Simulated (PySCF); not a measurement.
In(F)(Me)2 (C₂H₆FIn), SMILES [CH3][In]([CH3])[F].

Coordinates come from a r2SCAN-D4/def2-SVP optimisation. The structure was generated by enumeration; whether it is a known compound was not checked. The def2 effective core potentials stand for the cores of In; spin–orbit coupling is left out.

Level of theory: PySCF with PBE/def2-TZVP.

| Item | Value |
|---|---|
| total energy | -369.69744 hartree |
| point group | C2 |
| highest occupied level | -6.47 eV |
| lowest empty level | -1.74 eV |
| orbital gap | 4.73 eV |
| dipole moment | 3.47 D |
| quadrupole, principal values (traceless, Buckingham form, about the centre of nuclear charge) | -9.02, 1.85, 7.17 D·Å |
| mean static polarisability | 63.3 bohr³ (9.38 Å³) |
| polarisability, principal values | 47.2, 56.9, 85.8 bohr³ |
